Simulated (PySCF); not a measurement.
## IRuN: one-bond stretch

Method: B3LYP/[Ru def2-SVP with ECP28, N def2-SVP, I def2-SVP with ECP28], scalar-relativistic core potentials, density fitting, no spin–orbit coupling, PySCF.

Rigid scan from the singlet minimum (Ru–I 2.621 Å, Ru–N 1.556 Å; I–Ru–N 129.5°). Coordinate: the bond from Ru to the last atom (I) scaled, the rest fixed. Energies in kJ/mol from the minimum.

Problem. Predict the curve at 0.92, 0.96, 1.00, 1.05, 1.12, 1.20, 1.35, 1.55, 1.80, 2.20.

Solution. 
```
scale of one bond  E (kJ/mol)  dipole size (D)
             0.92        27.3             2.44
             0.96         5.9             2.70
             1.00         0.0             3.01
             1.05         6.8             3.43
             1.12        31.3             4.06
             1.20        68.7             4.77
             1.35       140.8             5.93
             1.55       217.4                –
             1.80       277.4                –
             2.20       323.3                –
```

At long bonds a restricted determinant can lie too high, and another spin state can fall below this curve.

Other isomers or separated fragments may lie lower.

The scan took roughly 50 core-seconds on a shared host.
